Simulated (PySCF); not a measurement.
**EPR parameters of C4H8FSSi2**

Species: C₄H₈FSSi₂ (doublet state).
SMILES with atom numbers: `[CH2:1]=[C:2]1[CH2:3][C:4]([S:5][SiH3:6])[Si@@H:7]1[F:8]` (hydrogens: H9, H10 on C1; H11, H12 on C3; H13, H14, H15 on Si6; H16 on Si7)

Geometry (GFN2-xTB, Å), atoms numbered from 1 in this order:
```
atom  x, y, z in Å
C1    -3.0788   -0.0014    0.5614
C2    -1.7946   -0.0706    0.2633
C3    -0.9723   -1.3057   -0.0512
C4     0.3399   -0.5797   -0.1703
S5     1.8005   -1.3455   -0.6608
Si6    3.2247    0.2555   -0.4013
Si7   -0.3500    1.1323    0.0424
F8     0.2444    1.9453    1.3160
H9    -3.7039   -0.8806    0.6163
H10   -3.5627    0.9387    0.7683
H11   -1.2848   -1.8069   -0.9725
H12   -0.9826   -2.0566    0.7442
H13    4.4515   -0.3717   -0.8657
H14    3.2516    0.6144    1.0084
H15    2.7842    1.3605   -1.2444
H16   -0.3749    2.1810   -0.9655
```

The hyperfine couplings belong to this conformer and change with its torsions.

Method used: UKS B3LYP, pcH-1 on C F H S Si, non-relativistic, mean-field spin-orbit, GIAO in PySCF 2.14.0. Isolated species at its GFN2-xTB geometry (one conformer only). A GFN2-xTB geometry isn't a minimum of the functional, and hyperfine couplings can be far from their values at a DFT geometry. No stability test was run, so a lower SCF solution isn't excluded.

```json
{
 "g1, g2, g3": "2.00181, 2.00549, 2.00781",
 "g_iso": "2.00504",
 "Form of g": "rhombic: the two nearest values differ by 39 % of g3 − g1",
 "⟨S²⟩": "0.7541 (exact 0.7500)",
 "Total energy": "-1234.29196 Eh"
}
```

Hyperfine couplings atom by atom, in 10⁻⁴ cm⁻¹; T1 to T3 are the principal values of the dipolar part (1 × 10⁻⁴ cm⁻¹ = 2.998 MHz):

| atom | isotope | a_iso | of which spin–orbit | T1 | T2 | T3 | Mulliken spin population |
| --- | --- | --- | --- | --- | --- | --- | --- |
| C1 | 13C | 0.1 | 0.0 | -0.8 | -0.6 | 1.4 | 0.03 |
| C2 | 13C | -1.0 | 0.0 | -0.8 | -0.2 | 1.0 | -0.02 |
| C3 | 13C | -8.3 | 0.0 | -0.7 | 0.1 | 0.5 | -0.07 |
| C4 | 13C | 26.9 | 0.1 | -19.9 | -19.7 | 39.6 | 0.73 |
| S5 | 33S | 1.2 | -0.1 | -6.8 | -5.6 | 12.3 | 0.17 |
| Si6 | 29Si | 0.4 | 0.0 | -0.4 | 0.1 | 0.3 | 0.01 |
| Si7 | 29Si | 9.2 | 0.0 | -3.9 | 1.0 | 2.9 | 0.04 |
| F8 | 19F | 30.7 | 0.0 | -6.6 | -5.3 | 11.9 | 0.00 |
| H9 | 1H | -0.7 | 0.0 | -0.3 | -0.3 | 0.6 | 0.00 |
| H10 | 1H | -0.6 | 0.0 | -0.4 | -0.3 | 0.6 | 0.00 |
| H11 | 1H | 30.5 | 0.0 | -1.3 | -0.9 | 2.2 | 0.04 |
| H12 | 1H | 31.8 | 0.0 | -1.3 | -1.1 | 2.3 | 0.04 |
| H13 | 1H | -0.7 | 0.0 | -0.5 | -0.4 | 0.9 | 0.00 |
| H14 | 1H | 2.4 | 0.0 | -0.6 | -0.4 | 1.1 | 0.01 |
| H15 | 1H | 2.4 | 0.0 | -0.6 | -0.5 | 1.0 | 0.00 |
| H16 | 1H | 8.6 | 0.0 | -1.0 | -0.5 | 1.5 | 0.01 |

The largest Mulliken spin populations are on C4 (+0.73), S5 (+0.17) and C3 (-0.07). The angles at C4 add up to 358.9°, so it is planar.

Axes: g3 points within 12° of the C3–C4 bond.

Under fast tumbling the dipolar parts average out, and these isotropic splittings remain (the largest six): 1 × 1H (H12, I = 1/2, 2 lines) with 3.40 mT, 1 × 19F (F8, I = 1/2, 2 lines) with 3.28 mT, 1 × 1H (H11, I = 1/2, 2 lines) with 3.26 mT, 1 × 1H (H16, I = 1/2, 2 lines) with 0.92 mT, 3 × 1H (H13/H14/H15, I = 1/2, 4 lines) with 0.15 mT and 1 × 1H (H9, I = 1/2, 2 lines) with 0.08 mT.

Nuclei that the bonding pattern makes equivalent are averaged, as if the motion that swaps them (rotation, inversion, ring flip) were fast. The three 1H nuclei of mean +4.1 MHz run from -2.1 to 7.2 MHz in the frozen geometry.

The 13C coupling of C4 (80.6 MHz) shows only in satellite lines or after enrichment, since that isotope makes up about 1.07 % of natural carbon.

The 29Si coupling of Si7 (27.7 MHz) shows only in satellite lines or after enrichment, since that isotope makes up about 4.7 % of natural silicon.

Time: 2.3 min (with the writing of density and orbital grids); peak memory 1.1 GiB. Hardware: an Arm Neoverse V1 with one thread, no GPU, on a shared host.
